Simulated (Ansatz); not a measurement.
GeCl₄⁻. The state is a doublet with charge -1. Geometry PBE-D4/def2-SVP, that of the neutral singlet; atoms count from 1.

```xyz
5

Ge    0.000    0.000    0.000
Cl    1.587    1.060   -0.984
Cl   -0.355    0.872    1.929
Cl    0.555   -2.060    0.237
Cl   -1.787    0.128   -1.183
```

The highest occupied level of the charge -1 doublet lies above zero (up to 0.59 eV). By energy differences its removal costs 1.05 eV (vertical, to the charge 0 singlet, at PBE0-D4/def2-TZVPD); a positive level beside a positive removal energy at the same level points to self-interaction error.

Estimate the Mulliken populations from the PBE0/def2-TZVPD orbitals of Ansatz.


```
atom  charge (e)  spin (α − β)
 Ge1        0.75          0.69
 Cl2       -0.44          0.08
 Cl3       -0.44          0.08
 Cl4       -0.44          0.08
 Cl5       -0.44          0.08
```
Mulliken values and Mayer orders depend strongly on the basis. With diffuse functions, as here, like atoms can get unlike values, and bond orders can come out too low or too high.

Where does the spin sit?

Summed by element: Ge 0.69, Cl 0.31, of 1 unpaired in all. Largest on single atoms: Ge1 0.69, Cl2 0.08, Cl3 0.08.

And the Mayer bond orders between bonded heavy atoms (over 0.3)?

Ge1–Cl2 0.64 (2.15 Å); Ge1–Cl3 0.64 (2.15 Å); Ge1–Cl4 0.64 (2.15 Å); Ge1–Cl5 0.64 (2.15 Å).
